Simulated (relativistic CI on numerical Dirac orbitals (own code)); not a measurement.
## Slater and spin-orbit integrals, Pb LXIV

Calculated at this level of theory: Dirac-Coulomb-Breit CI, KLI orbitals optimised for each configuration, model QED, unscaled Slater integrals (own radial code, finite nucleus).

Slater integrals F^k, G^k are unscaled and averaged over j, outside the closed core [Ne]; ζ comes from projecting the Hamiltonian with its Breit term on Σ l·s of the shell.

- 3s²3p⁶3d: ζ(3d) = 402690 cm⁻¹; <r>(3d) = 0.1455, <r^2>(3d) = 0.02445 (bohr units).
- 3s²3p⁵3d²: ζ(3p) = 3.0261e+06, F^2(3d,3d) = 704540, F^4(3d,3d) = 455960, F^2(3p,3d) = 603570, G^1(3p,3d) = 631160, G^3(3p,3d) = 424430, ζ(3d) = 400000 cm⁻¹; <r>(3p) = 0.1628, <r^2>(3p) = 0.0308, <r>(3d) = 0.1456, <r^2>(3d) = 0.0245 (bohr units).
- 3s3p⁶3d²: F^2(3d,3d) = 704230, F^4(3d,3d) = 455760, G^2(3s,3d) = 493810, ζ(3d) = 401510 cm⁻¹; <r>(3s) = 0.1642, <r^2>(3s) = 0.03088, <r>(3d) = 0.1457, <r^2>(3d) = 0.02452 (bohr units).

**Question.** Give the Racah parameters of the d shell in 3s²3p⁵3d².

**Answer.** B = F²/49 − 5F⁴/441 = 9209 cm⁻¹ and C = 35F⁴/441 = 36187 cm⁻¹.

Averages of the first 10 configurations, taken without configuration mixing, which lowers the lowest level and can move excited configurations by several eV; other configurations of the list can lie among them:

```
Configuration  Parity  States  Average energy above the lowest level (eV)
     3s²3p⁶3d    even      10                                        75.7
    3s²3p⁵3d²     odd     270                                       648.0
     3s3p⁶3d²    even      90                                      1283.8
     3s²3p⁶4s    even       2                                      2724.2
     3s²3p⁶4p     odd       6                                      2968.9
     3s²3p⁶4d    even      10                                      3203.5
   3s²3p⁵3d4s     odd     120                                      3284.3
     3s²3p⁶4f     odd      14                                      3351.1
   3s²3p⁵3d4p    even     360                                      3529.3
       3p⁶3d³    even     120                                      2505.3
```
